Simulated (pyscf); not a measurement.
Optimised with ωB97X-D3(BJ)/def2-SVP in PySCF. MP2 and CC: frozen core, UHF for open shells. ΔMP2 is the change of the MP2 total energy from the triple- to the quadruple-zeta basis. Singlets are restricted, triplets unrestricted.

Singlet (Å):
```xyz
5

N      0.0721     0.5429     0.1110
Ge     1.4287     0.2698    -1.0575
H      0.2103     1.0341     0.9887
H     -0.8894     0.2416    -0.0111
H      0.4946    -0.5020    -2.0966
```

Triplet (Å):
```xyz
5

N      0.1350    -0.6119     0.5381
Ge     1.4947     0.3384    -0.2635
H     -0.0839    -0.3827     1.5054
H     -0.7272    -0.7244     0.0089
H      2.7460    -0.5262    -0.6048
```

Problem. For these two minima of H₂N–GeH:, which spin state lies lower at CCSD(T)/def2-TZVPP + ΔMP2(QZVPP), and by how much (electronic energies)?

Solution. The singlet, by 45.4 kcal/mol. Zero-point energy shifts E(triplet) − E(singlet) by -0.7 kcal/mol. Other isomers of H₂N–GeH: [singlet] were not searched in full and may lie lower. 

E(triplet) − E(singlet) by level (kcal/mol):

```
level                               gap
--------------------------------  -----
ωB97X-D3(BJ)/def2-TZVP            +46.1
PBE/def2-TZVP                     +42.1
r²SCAN/def2-TZVP                  +38.4
B3LYP-D3(BJ)/def2-TZVP            +44.9
PBE0-D3(BJ)/def2-TZVP             +40.7
M06-2X/def2-TZVP                  +39.3
ωB97M-D3(BJ)/def2-TZVP            +45.9
HF/def2-TZVP                      +28.9
MP2/def2-QZVPP                    +44.5
CCSD/def2-TZVPP                   +42.3
CCSD(T)/def2-TZVPP                +43.1
CCSD(T)/def2-TZVPP + ΔMP2(QZVPP)  +45.4
```

The triplet is the lowest one reached from the SCF start used. The CCSD(T) − MP2 part came from Ansatz, without density fitting, on the same reference. The frozen core leaves the outer d or s,p core shells of the metals and heavy elements correlated in the MP2 and CC values, and def2-TZVPP describes them poorly, which can shift differences by a few kcal/mol. Elements up to Kr have no core potential and no relativistic terms here.
